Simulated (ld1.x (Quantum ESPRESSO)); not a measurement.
lithium: one change to a TM potential, before and after

Li (Z = 3), norm-conserving Troullier–Martins (Kleinman–Bylander form), made with ld1.x (Quantum ESPRESSO) 7.5 (LDA (PZ), scalar-relativistic). Core [He], reference 2s1 2p0. Waves: 2s (bound): rc 2.30 bohr; 2p (bound, empty): rc 4.20 bohr. Local part: the p channel. Core correction: Bessel-smoothed model core inside 1.90 bohr.

All-electron outer shells of the reference configuration (LDA (PZ), scalar-relativistic, ld1.x):

| shell | level (eV) | outermost node (bohr) | outermost maximum (bohr) |
| --- | --- | --- | --- |
| 1s | -51.10 | – | 0.36 |
| 2s | -2.88 | 0.84 | 3.12 |
| 2p | -1.13 | – | 3.91 |

Change: local potential the s channel.

Cutoffs: the cutoffs (Ry, on a coarse ladder) from which the occupation-weighted sum of valence levels, in a spherical-Bessel basis at the reference potential, stays within 10 and 1 mRy of its value at 400 Ry; they do not see the model core or the augmentation charge, which bear on the density cutoff. Errors are all-electron minus pseudo energies relative to the spin-unpolarised reference configuration.

Task: Predict the effect on cutoff, ghosts and configuration errors.

Result: Both files are so soft that the ladder of cutoffs tells neither apart; the errors of the 4 common tests hardly move; neither file shows a bound ghost.

```tsv
quantity	base	changed
cutoff, loose	6 Ry	6 Ry
cutoff, tight	6 Ry	6 Ry
bound ghosts	none	none
error for 2s0.5 2p0, meV [ΔE 2.04 eV]	+0.8	+0.9
error for 2s0 2p1, meV [ΔE 1.75 eV]	-4.6	-4.5
error for 2s1 2p0 (spin-polarised), meV [ΔE -0.23 eV]	+1.4	+1.4
error for 2s0.5 2p0 (spin-polarised), meV [ΔE 1.95 eV]	+0.9	+1.2
s: phases at 4.57 bohr within 0.05 rad from the reference energy up to (Ry; the scan ends near 5)	0.9	0.7
p: phases at 4.57 bohr within 0.05 rad from the reference energy up to (Ry; the scan ends near 5)	0.6	0.6
```
